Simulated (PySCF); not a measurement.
**In³⁵⁺: ionisation energy**

In³⁵⁺ [Ne] 3s2 3p2 (3P) → In³⁶⁺ [Ne] 3s2 3p1 (2P), as a difference of total energies. Calculation: PySCF 2.14, in an uncontracted even-tempered set (18 s from 5.6 bohr⁻², ratio 2.5; 12 p from 7.3 bohr⁻², ratio 2.5; 5 d from 30 bohr⁻², ratio 2.7; 4 f from 45 bohr⁻², ratio 2.7); the spin-free X2C one-electron Hamiltonian (Gaussian nucleus). Correlated levels: outer shells: 1s2 frozen; virtual orbitals above 40 to 60 times the deepest correlated orbital energy dropped. The calculations carry no spin-orbit coupling.

```json
{"method": "UHF", "ionisation energy (eV)": "2286.7"}
{"method": "MP2 (outer shells)", "ionisation energy (eV)": "2287.3"}
{"method": "SCS-MP2 (outer shells)", "ionisation energy (eV)": "2287.1"}
{"method": "CCSD (outer shells)", "ionisation energy (eV)": "2287.2"}
{"method": "CCSD(T) (outer shells)", "ionisation energy (eV)": "2287.2"}
```

Spin-orbit coupling is strong in these open shells (close to jj coupling). The scalar numbers leave it out and a first-order estimate fails, so it can dominate the gap to the real levels.

Breit and QED terms and the two-electron picture change are absent.

For comparison: 2317 ± 5 eV (semi-empirical (NIST evaluation); NIST Atomic Spectra Database, ionization energies).
